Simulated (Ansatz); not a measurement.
`OC[SiH](O)[SiH3]` + H₂ → `OC[SiH2][SiH3]` + H₂O  (hydrogenolysis of the Si–O bond)

Computed with Ansatz on PBE0-D4/def2-TZVP structures; ΔE is electronic, products minus reactants. CCSD(T)/CBS is the MP2 limit (def2-TZVPP, def2-QZVPP) plus CCSD(T) − MP2 in def2-TZVPP, frozen cores. This one scheme is used for every species. DFT in def2-TZVPP. B3LYP here is the variant with VWN-RPA as its local correlation; programs differ in this. Each species was taken in one conformer, which may not be the lowest.

```
         level  ΔE (kcal/mol)  difference from CCSD(T)/CBS
        PBE-D4           14.6                         -0.5
       PBE0-D4           14.1                         -1.0
       ωB97X-V           15.5                          0.4
        B2PLYP           15.5                          0.4
           PBE           13.7                         -1.4
          PBE0           13.2                         -1.9
         B3LYP           14.5                         -0.6
 HF/def2-TZVPP           13.4                         -1.7
MP2/def2-QZVPP           16.5                          1.4
  HF/CBS(def2)           13.5                         -1.6
   CCSD(T)/CBS           15.1                            0
```

Largest T1 diagnostic among the species: 0.012.

The D4 term adds +1.5 kcal/mol with B3LYP and +0.8 kcal/mol with PBE0; it sums over pairs of atoms, weighted by their polarisabilities, and B3LYP, whose exchange is more repulsive, gets the larger term. In def2-TZVPP, CCSD(T) changes the Hartree–Fock value by +1.5 kcal/mol (the triples alone add +0.6 kcal/mol) and MP2 by +3.0 kcal/mol.
